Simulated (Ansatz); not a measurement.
`F[C@@H]1[C@@H](F)C(F)(F)[C@H]1F` at its PBE0-D4/def2-TZVP geometry, where that method's forces vanish. The species carries charge 0 and has multiplicity 1.

```tsv
atom	x (Å)	y (Å)	z (Å)
F1	1.9795	1.0053	0.5087
C2	0.8186	0.6828	-0.1226
C3	0.5861	-0.7925	-0.4503
F4	0.8565	-1.2041	-1.7111
C5	-0.8911	-0.5719	-0.0801
F6	-1.6375	-0.2498	-1.1464
F7	-1.5088	-1.5532	0.5938
C8	-0.4566	0.6680	0.7208
F9	-1.2578	1.7575	0.6637
H10	0.6897	1.3049	-1.0133
H11	1.0730	-1.4513	0.2746
H12	-0.2517	0.4042	1.7624
```

For each bond, give half the difference of the two atoms' forces along it (eV/Å; positive pushes the atoms apart) under PBE-D4, r2SCAN-D4, B3LYP-D4, ωB97M-V in def2-TZVPP. (Estimate.)

Ansatz gave: 
| bond | length (Å) | PBE-D4 | r2SCAN-D4 | B3LYP-D4 | ωB97M-V |
| --- | --- | --- | --- | --- | --- |
| F1–C2 | 1.360 | 0.48 | 0.29 | 0.33 | 0.27 |
| C2–C3 | 1.529 | -0.06 | 0.01 | 0.04 | -0.02 |
| C2–C8 | 1.529 | -0.06 | 0.01 | 0.04 | -0.02 |
| C2–H10 | 1.094 | 0.07 | -0.11 | -0.21 | -0.18 |
| C3–F4 | 1.354 | 0.49 | 0.29 | 0.33 | 0.27 |
| C3–C5 | 1.539 | -0.14 | -0.07 | -0.05 | -0.11 |
| C3–H11 | 1.094 | 0.04 | -0.12 | -0.21 | -0.17 |
| C5–F6 | 1.341 | 0.58 | 0.27 | 0.29 | 0.21 |
| C5–F7 | 1.341 | 0.51 | 0.25 | 0.26 | 0.20 |
| C5–C8 | 1.539 | -0.14 | -0.07 | -0.05 | -0.11 |
| C8–F9 | 1.354 | 0.49 | 0.29 | 0.33 | 0.27 |
| C8–H12 | 1.094 | 0.04 | -0.12 | -0.21 | -0.17 |

B3LYP here is the variant with VWN-RPA as its local correlation; programs differ in this.
